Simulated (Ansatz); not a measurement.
C$_{6}$H$_{18}$FN$_{3}$Ti, SMILES `C[N](C)[Ti]([F])([N](C)C)[N](C)C`. The species carries charge 0 and has multiplicity 1. All single points use the PBE0-D4/def2-TZVP geometry. It is one conformer, not always the lowest.

```xyz
29

C     2.225   -1.380    0.455
N     0.793   -1.458    0.547
C     0.302   -2.809    0.678
Ti   -0.523   -0.113    0.591
F    -1.708   -0.368    1.932
N    -1.356   -0.110   -1.097
C    -1.033   -0.801   -2.315
C    -2.563    0.677   -1.190
N     0.383    1.530    0.754
C     0.631    2.574   -0.202
C     0.879    1.835    2.075
H     2.544   -0.340    0.377
H     2.712   -1.827    1.335
H     2.600   -1.919   -0.428
H     0.710   -3.305    1.570
H    -0.790   -2.822    0.769
H     0.567   -3.422   -0.196
H    -1.846   -1.475   -2.626
H    -0.127   -1.394   -2.185
H    -0.863   -0.097   -3.143
H    -2.785    1.167   -0.236
H    -2.472    1.465   -1.952
H    -3.433    0.058   -1.451
H     1.709    2.757   -0.325
H     0.176    3.526    0.111
H     0.221    2.302   -1.175
H     0.428    2.754    2.476
H     0.649    1.026    2.776
H     1.970    1.971    2.075
```

Q: What is the dipole moment at ωB97M-V/def2-TZVPP? (Best estimate.)

A: Ansatz gave: 2.22 D, with components (1.46, 0.31, -1.65) D in this frame, pointing from negative to positive charge.

Q: And with PBE, r2SCAN, B3LYP? (Estimate.)

A: The calculation gave: PBE 2.25 D, r2SCAN 2.29 D, B3LYP 2.31 D.

Q: Give the Mulliken charges with ωB97M-V, r2SCAN, B3LYP in def2-TZVPP. (An estimate is asked.)

A: Ansatz gave: 
```
atom  ωB97M-V  r2SCAN  B3LYP
  C1    -0.25   -0.06  -0.19
  N2    -0.27   -0.27  -0.27
  C3    -0.23   -0.03  -0.16
 Ti4     0.62    0.65   0.74
  F5    -0.38   -0.40  -0.41
  N6    -0.27   -0.27  -0.27
  C7    -0.25   -0.06  -0.19
  C8    -0.23   -0.03  -0.16
  N9    -0.27   -0.27  -0.27
 C10    -0.25   -0.06  -0.19
 C11    -0.23   -0.03  -0.16
 H12     0.10    0.04   0.08
 H13     0.12    0.05   0.08
 H14     0.11    0.04   0.08
 H15     0.12    0.05   0.09
 H16     0.11    0.05   0.09
 H17     0.11    0.04   0.08
 H18     0.12    0.05   0.08
 H19     0.10    0.04   0.08
 H20     0.11    0.04   0.08
 H21     0.11    0.05   0.09
 H22     0.11    0.04   0.08
 H23     0.12    0.05   0.09
 H24     0.11    0.04   0.08
 H25     0.12    0.05   0.08
 H26     0.10    0.04   0.08
 H27     0.12    0.05   0.09
 H28     0.11    0.05   0.09
 H29     0.11    0.04   0.08
```

B3LYP here is the variant with VWN-RPA as its local correlation; programs differ in this.
